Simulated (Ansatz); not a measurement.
C2H6Ga3N (`C=[C]1[GaH][NH][Ga]1[GaH2]`). Total charge 0; spin multiplicity 1.

```xyz
12

C     0.000   -0.595   -2.350
C     0.158    0.135   -1.250
Ga    0.762    1.970   -0.839
N     0.475    1.603    0.956
Ga   -0.113   -0.147    0.703
Ga   -0.840   -1.809    2.358
H    -0.361   -1.624   -2.327
H     0.221   -0.215   -3.348
H     1.280    3.287   -1.495
H     0.595    2.158    1.788
H    -2.351   -1.941    2.790
H     0.173   -2.822    3.014
```

List the harmonic frequencies (cm⁻¹, unscaled) at PBE0-D4/def2-TZVP in Ansatz. (Estimate.)

Ansatz gave: 50, 56, 95, 127, 170, 211, 265, 305, 366, 450, 469, 501, 541, 596, 614, 616, 650, 704, 753, 944, 996, 1097, 1450, 1675, 1931, 1939, 1977, 3081, 3143, 3649.

Is this a minimum?

Yes, all 30 modes are real.

Give the ideal-gas thermochemistry at 298.15 K and 1 bar (rigid rotor, harmonic oscillator; point group Cs, symmetry number 1).

Zero-point energy 176.0 kJ/mol; H(298) − E = 205.1 kJ/mol; entropy 430.8 J/(mol·K), of which translation 177.9, rotation 128.2, vibration 124.8; G(298) − E = 76.7 kJ/mol. Modes under 100 cm⁻¹ are hindered rotations or soft bends, so the harmonic entropy is rough.
